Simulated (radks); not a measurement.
The numbers below are computed, except where a source is named.
The bromine ion Br1.875+, configuration [Ar] 3d10 4s(up 1, down 0.125) 4p4 (fractional occupations, a model configuration). Code: a radial shooting solver on a logarithmic mesh with Libxc functionals. Model: scalar-relativistic Kohn-Sham, r2SCAN, spin-polarised, spherical densities, finite nucleus; open shells are filled with parallel spins first; meta-GGA in the generalised Kohn-Sham scheme; Fermi nuclear charge, rms radius 4.1629 fm. Some entries of the table are withheld. Estimate them.

| orbital | occ. | eigenvalue (hartree) | <1/r> (bohr^-1) |
|---|---|---|---|
| 1s up | 1 | -491.5949 | 35.65 |
| 1s down | 1 | -491.5823 | 35.65 |
| 2s up | 1 | -65.08125 | 7.914 |
| 2s down | 1 | -65.07798 | 7.913 |
| 2p up | 3 | -57.42876 | 7.730 |
| 2p down | 3 | -57.41974 | 7.729 |
| 3s up | 1 | -9.85308 | 2.600 |
| 3s down | 1 | -9.84005 | 2.598 |
| 3p up | 3 | -7.40659 | (1) |
| 3p down | 3 | -7.39127 | (2) |
| 3d up | 5 | -3.37725 | 2.152 |
| 3d down | 5 | -3.35592 | 2.160 |
| 4s up | 1 | (3) | (4) |
| 4s down | 0.125 | (5) | (6) |
| 4p up | 3 | -1.07518 | 0.7151 |
| 4p down | 1 | -0.92365 | 0.6888 |

Answer. 
(1) 3p up <1/r> (bohr^-1): 2.443
(2) 3p down <1/r> (bohr^-1): 2.443
(3) 4s up eigenvalue (hartree): -1.60131
(4) 4s up <1/r> (bohr^-1): 0.8317
(5) 4s down eigenvalue (hartree): -1.42304
(6) 4s down <1/r> (bohr^-1): 0.8251
